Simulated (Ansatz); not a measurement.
```yaml
atoms:
  - { symbol: C, position_ang: [-0.0185, -0.4083, -1.8644] }
  - { symbol: C, position_ang: [-0.0348, 0.4160, -0.6750] }
  - { symbol: C, position_ang: [-0.0013, -0.3650, 0.6365] }
  - { symbol: C, position_ang: [0.0191, 0.4657, 1.8935] }
  - { symbol: H, position_ang: [0.0418, 0.1829, -2.7995] }
  - { symbol: H, position_ang: [0.8376, -1.0698, -1.9585] }
  - { symbol: H, position_ang: [-0.8622, -1.0331, -1.9443] }
  - { symbol: H, position_ang: [-0.8496, 1.0495, -0.6146] }
  - { symbol: H, position_ang: [0.9146, 1.0604, -0.6629] }
  - { symbol: H, position_ang: [0.8638, -1.0787, 0.6825] }
  - { symbol: H, position_ang: [-0.8513, -1.0443, 0.6231] }
  - { symbol: H, position_ang: [0.0258, -0.1749, 2.8399] }
  - { symbol: H, position_ang: [0.8422, 1.0830, 1.9778] }
  - { symbol: H, position_ang: [-0.8748, 1.1164, 1.9816] }
```

Basis set: 6-31G* (spherical functions). Frozen core: 4 orbitals. Charge 0, multiplicity 1.

Computed with Ansatz (development build ahead of 0.2.0); each method stands on the lowest determinant of its kind that the runs found. Restricted open shells among the atoms or ions are ROHF, correlated in semicanonical orbitals with singles.

The atomization energy at this shape (free ground-state atoms in the same class of orbitals less the molecule, no zero-point energy) of singlet C₄H₁₀:

```
method  atomization energy
   RHF       4173.3 kJ/mol
```

What does RHF-MP2 give?

4977.8 kJ/mol. Caution: the shape is not the minimum.
